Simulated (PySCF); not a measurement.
# Polarisability and C₆ of Au⁺ (gold, charge +1)

[Xe] 4f14 5d9 6s1, high-spin 3D determinant (an excited configuration). Computed with PySCF 2.14 in ANO-RCC-VTZP (8s7p5d3f1g, 84 functions), with scalar relativity by spin-free X2C-1e. Coupled (time-dependent) response in atomic units; α is the mean over directions. The basis has no added diffuse functions, which lowers α and C₆.

| method | mean α (bohr³) | α xx, yy, zz | C₆ (like pair) | S(−4) |
| --- | --- | --- | --- | --- |
| PBE0 | 20.81 | 20.76, 20.76, 20.90 | 156.5 | 181.2 |

S(−4) is the Cauchy moment in α(ω) = α(0) + S(−4) ω² + …

Spin-orbit coupling is absent.

α(iu) at PBE0:

```
u (hartree)  α(iu) (bohr³)
          0          20.81
     0.0500          20.37
      0.100          19.21
      0.200          16.03
      0.300          13.13
      0.500          9.347
      0.750          6.826
       1.00          5.335
       1.50          3.562
       2.00          2.534
       3.00          1.452
       5.00         0.6500
```

A single London oscillator, α(iu) = α/(1 + u²/ω²), gives C₆ = (3/4) ω α². Matching the computed C₆ needs ω = 4 × 156.5 / (3 × 20.81²) = 0.482 hartree.

For an ion, C₆ is the dispersion term alone; charge-induced terms of lower order in 1/R come first.

The components differ because the open shell of this determinant is not spherical; for a pure term their mean is the scalar polarisability.

Spin-orbit coupling, absent here, splits the open shell strongly.
